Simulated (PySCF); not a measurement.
CH4N2OSi, SMILES N#CO[SiH2]N.

The structure is a stationary point at B3LYP-D3(BJ)/def2-SVP. The structure was generated by enumeration, and PubChem lists no compound with its InChIKey, so it may never have been made. One conformer was computed; it need not be the lowest.

Level of theory: TDA-PBE/def2-SVPD (PySCF).

Vertical excitations. The molecule is in vacuum. State labels are in the subgroup Cs.

**Question.** Give excitation energies, oscillator strengths and character. (The exact figures need the calculation; the answer reports its results.)

**Answer.** 
```tsv
state	symmetry	energy (eV)	λ (nm)	f	main pairs
S1	A"	6.00	206	0.001	HOMO→LUMO 99 %
S2	A"	6.28	197	0.003	HOMO→LUMO+1 99 %
S3	A'	6.31	196	0.004	HOMO−1→LUMO 93 %
S4	A'	6.58	188	0.019	HOMO−2→LUMO 69 %, HOMO−1→LUMO+1 27 %
S5	A'	6.64	187	0.033	HOMO−1→LUMO+1 54 %, HOMO−2→LUMO 21 %, HOMO−2→LUMO+1 21 %
S6	A'	7.07	175	0.083	HOMO−2→LUMO+1 73 %, HOMO−1→LUMO+1 15 %
S7	A"	7.12	174	0.013	HOMO→LUMO+2 99 %
S8	A'	7.23	172	0.001	HOMO−3→LUMO 99 %
S9	A'	7.42	167	0.001	HOMO−1→LUMO+2 66 %, HOMO→LUMO+3 30 %
S10	A"	7.45	166	0.001	HOMO→LUMO+4 99 %
T1	A"	5.94	209	0	HOMO→LUMO 94 %
T2	A"	6.11	203	0	HOMO→LUMO+1 94 %
T3	A'	6.12	203	0	HOMO−1→LUMO 81 %, HOMO−2→LUMO 18 %
T4	A'	6.28	197	0	HOMO−2→LUMO 53 %, HOMO−1→LUMO+1 34 %
```
Triplets are in the Tamm–Dancoff approximation.
